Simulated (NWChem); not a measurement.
System meant: CH$_{4}$AlO, doublet; SMILES [Al]([OH])[CH3]

The following NWChem deck was run.

```
start job
memory heap 200 mb stack 900 mb global 1100 mb
geometry units angstroms noautoz
  Al     0.419131    -0.179939    -0.424626
  C     -0.181195     1.670665    -0.041749
  H     -1.094398     1.639728     0.588588
  H     -0.407438     2.213702    -0.982721
  H      0.609238     2.238513     0.491421
  O     -0.553701    -1.437142     0.268474
  H     -0.341425    -2.375962     0.137877
end
basis spherical
  Al library def2-svp
  C library def2-svp
  H library def2-svp
  O library def2-svp
end
dft
  odft
  mult 2
  xc b3lyp
  iterations 4
  mulliken
end
task dft energy
```

End of the output:

```
     --------------------------
     Expectation value of S2:
     --------------------------
      <S2> =      0.7522 (Exact =     0.7500)

 center of mass
 --------------
 x =   0.07253068 y =  -0.11572986 z =   0.00000000

 moments of inertia (a.u.)
 ------------------
         315.060054807315           0.000000662968           0.000000000000
           0.000000662968          62.422351149363           0.000000000000
           0.000000000000           0.000000000000         365.939166055590

     Multipole analysis of the density
     ---------------------------------

     L   x y z        total         alpha         beta         nuclear
     -   - - -        -----         -----         ----         -------
     0   0 0 0     -0.000000    -16.000000    -15.000000     31.000000

     1   1 0 0      0.362667     -0.866999      1.229665      0.000000
     1   0 1 0     -0.134029      0.002497     -0.136526     -0.000000
     1   0 0 1      0.000000     -0.000000      0.000000      0.000000

     2   2 0 0    -20.942261    -30.553788    -22.082322     31.693849
     2   1 1 0     -1.125570      2.187017      0.887367     -4.199954
     2   1 0 1     -0.000000      0.000000     -0.000000      0.000000
     2   0 2 0    -17.061886   -103.891281   -100.010596    186.839991
     2   0 1 1      0.000000      0.000000      0.000000      0.000000
     2   0 0 2    -17.976150    -13.099605    -10.603353      5.726808

 ------------------------------------------------------------------------
 dft energy failed                                                                                  0
 ------------------------------------------------------------------------
 ------------------------------------------------------------------------
  current input line :
    25: task dft energy
 ------------------------------------------------------------------------
 ------------------------------------------------------------------------
 This type of error is most commonly associated with calculations not reaching convergence criteria
 ------------------------------------------------------------------------
 For more information see the NWChem manual at https://nwchemgit.github.io

0:dft energy failed:Received an Error in Communication
```

### Question
What is wrong, and how is it mended?

### Answer
Convergence was not reached. Cause: the SCF was allowed too few iterations. This input runs:
```
start job
memory heap 200 mb stack 900 mb global 1100 mb
geometry units angstroms noautoz
  Al     0.419131    -0.179939    -0.424626
  C     -0.181195     1.670665    -0.041749
  H     -1.094398     1.639728     0.588588
  H     -0.407438     2.213702    -0.982721
  H      0.609238     2.238513     0.491421
  O     -0.553701    -1.437142     0.268474
  H     -0.341425    -2.375962     0.137877
end
basis spherical
  Al library def2-svp
  C library def2-svp
  H library def2-svp
  O library def2-svp
end
dft
  odft
  mult 2
  xc b3lyp
  iterations 150
  mulliken
end
task dft energy
```
It converges to -358.03763 Ha (B3LYP/def2-SVP, spin-unrestricted).
